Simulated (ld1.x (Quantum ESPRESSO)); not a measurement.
N (Z = 7): variants of one ultrasoft potential

Base potential:

- Element: N (Z = 7)
- Generator: ld1.x (Quantum ESPRESSO) 7.5
- Type: ultrasoft
- Functional: LDA (PZ)
- Relativity: scalar-relativistic
- Frozen core: [He]
- Valence charge: 5
- Reference configuration: 2s1 2p4
- Partial waves: 2s (bound): rcut 0.80, rcutus 0.95 bohr; 2s channel at -0.2 Ry: rcut 0.80, rcutus 0.95 bohr; 2p (bound): rcut 2.00, rcutus 2.20 bohr; 2p channel at 3.95 Ry: rcut 2.00, rcutus 2.20 bohr; 3d channel at 0.1 Ry: rcut 1.85, rcutus 2.25 bohr
- Local potential: all-electron potential smoothed inside 1.35 bohr (lloc = -1)
- Core correction: a·sin(br)/r model core inside 0.80 bohr
- Augmentation charge: PSQ, radius 0.85 bohr

All-electron outer shells of the reference configuration (LDA (PZ), scalar-relativistic, ld1.x):

| shell | level (eV) | outermost node (bohr) | outermost maximum (bohr) |
| --- | --- | --- | --- |
| 1s | -382.23 | – | 0.15 |
| 2s | -18.87 | 0.32 | 1.02 |
| 2p | -7.64 | – | 0.97 |

Cutoffs, loose and tight: the cutoffs (Ry, on a coarse ladder) from which the occupation-weighted sum of valence levels, in a spherical-Bessel basis at the reference potential, stays within 10 and 1 mRy of its value at 400 Ry. They do not see the model core or the augmentation charge, which bear on the density cutoff. Test errors are all-electron minus pseudo excitation energies from the reference, over the configurations 2s2 2p3; 2s2 2p2; 2s2 2p1; 2s1 2p0; 2s2 2p0; 2s2 2p3.3; 2s1 2p3 (two spin-polarised tests are not counted in the largest error). A dash means not determined; rows that change the core or the reference have their own tests. The largest error is taken over the tests solved by every variant that gives reliable tests at all: 2s1 2p0; 2s2 2p0; 2s2 2p1; 2s2 2p3.

| change | outcome | cutoff, loose | cutoff, tight | bound ghosts | largest test error (meV) |
| --- | --- | --- | --- | --- | --- |
| base | generated | 18 Ry | 40 Ry | none | +417 |
| waves 2p (bound): rcut 1.66, rcutus 1.76 bohr; 2p channel at 3.95 Ry: rcut 1.66, rcutus 1.76 bohr | generated | 25 Ry | 40 Ry | none | +437 |
| waves 2p (bound): rcut 2.00, rcutus 2.52 bohr; 2p channel at 3.95 Ry: rcut 2.00, rcutus 2.52 bohr | generated | 12 Ry | 40 Ry | none | +410 |
| waves 2p (bound): rcut 2.00, rcutus 2.80 bohr; 2p channel at 3.95 Ry: rcut 2.00, rcutus 2.80 bohr | generated | 12 Ry | 40 Ry | none | +407 |
| waves 2p (bound): rcut 2.00, rcutus 2.98 bohr; 2p channel at 3.95 Ry: rcut 2.00, rcutus 2.98 bohr | generated | 12 Ry | 40 Ry | none | +405 |
| waves 2p (bound): rcut 2.00, rcutus 3.22 bohr; 2p channel at 3.95 Ry: rcut 2.00, rcutus 3.22 bohr | generated | 12 Ry | 40 Ry | none | +405 |

What comes out with this change to the base: waves 2p (bound): rcut 1.82, rcutus 1.92 bohr; 2p channel at 3.95 Ry: rcut 1.82, rcutus 1.92 bohr?

outcome: generated; cutoff, loose: 21 Ry; cutoff, tight: 40 Ry; bound ghosts: none; largest test error (meV): +427.

What comes out with this change to the base: waves 2p (bound): rcut 1.44, rcutus 1.52 bohr; 2p channel at 3.95 Ry: rcut 1.44, rcutus 1.52 bohr?

outcome: generated; cutoff, loose: 30 Ry; cutoff, tight: 45 Ry; bound ghosts: none; largest test error (meV): +451.

Reading the sweep of the p radius (base included, trends over the rows without a ghost): The loose cutoff falls from 30 Ry at 1.52 to 12 Ry at 3.22 bohr. A larger radius leaves more room for a smooth pseudo-wave, so fewer plane waves are needed; a smaller one forces it to follow the all-electron wave where it bends sharply. The median size of the test errors (rows with all tests solved) falls from 19.7 meV at 1.52 to 14.8 meV at 2.8 bohr. This runs against the usual rule that a larger radius transfers worse; these runs do not show why.
